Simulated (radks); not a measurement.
Initial-state core-level shifts of neutral tellurium when its valence configuration changes from [Kr] 4d10 5s2 5p4. Method: scalar-relativistic Kohn-Sham, PBEsol, spin-polarised, spherical densities, finite nucleus; open shells are filled with parallel spins first (spin-orbit coupling, left out, can overturn this in heavy ions); Fermi nuclear charge, rms radius 4.7423 fm; computed with a radial shooting solver on a logarithmic mesh with Libxc functionals. Shifts are changes of the shell-averaged eigenvalues in eV (positive: less bound); the change of the density at the nucleus, which sets a Mossbauer isomer shift, is in e/bohr^3, on a base of 2.347e+05.

valence,2p,3p,3d,4s,density at nucleus
4d10 5s1.5 5p4.5,-0.724,-0.736,-0.735,-0.729,-29.16
4d9 5s2 5p5,-9.289,-8.855,-8.949,-7.410,+24.24
4d9.5 5s1.5 5p5,-5.320,-5.125,-5.170,-4.419,-18.59
4d10 5s1 5p5,-1.441,-1.466,-1.464,-1.451,-58.68
4d8.5 5s1.5 5p6,-14.685,-14.016,-14.162,-11.748,+3.35
4d9.5 5s2 5p4.5,-4.617,-4.411,-4.456,-3.716,+11.98
4d10 5p6,-2.860,-2.908,-2.905,-2.868,-120.26
4d9.5 5s0.5 5p6,-6.708,-6.538,-6.581,-5.806,-81.84
